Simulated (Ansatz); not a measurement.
Coupled-cluster diagnostics for SiBrH3 (SiH₃Br), Ansatz.

Geometry of the singlet (PBE-D4/def2-TZVP):

```xyz
5

Si   -0.064    0.051    0.143
Br    0.801   -0.643   -1.797
H    -0.872    1.278   -0.114
H     1.059    0.351    1.077
H    -0.924   -1.037    0.691
```

Correlated methods freeze 14 core orbitals; core or outer-core shells of Br are correlated, in sets that lack core-valence functions.

Q: Estimate the CCSD(T) correlation energy, the shares of MP2 and (T), T1 and the reference's ⟨S²⟩ for: charge 0, singlet, own geometry in def2-TZVPP; charge 1, doublet, vertical in def2-TZVPP; and the rough time on 4 threads of Arm Neoverse V2 on a shared host.

A: 
| state | basis | correlation (eV) | MP2 share (%) | (T) share (%) | T1 | ⟨S²⟩ (pure) | wall time |
| --- | --- | --- | --- | --- | --- | --- | --- |
| charge 0, singlet, own geometry | def2-TZVPP | -12.154 | 90.8 | 3.1 | 0.008 | 0.00 (0.00) | 4.8 s |
| charge 1, doublet, vertical | def2-TZVPP | -11.277 | 88.7 | 3.0 | 0.020 | 0.76 (0.75) | 21 s |
Customary marks for T1 are 0.02 (closed shells), 0.045 (open shells) and about 0.05 (3d metals). T1 stays under 0.02 throughout.
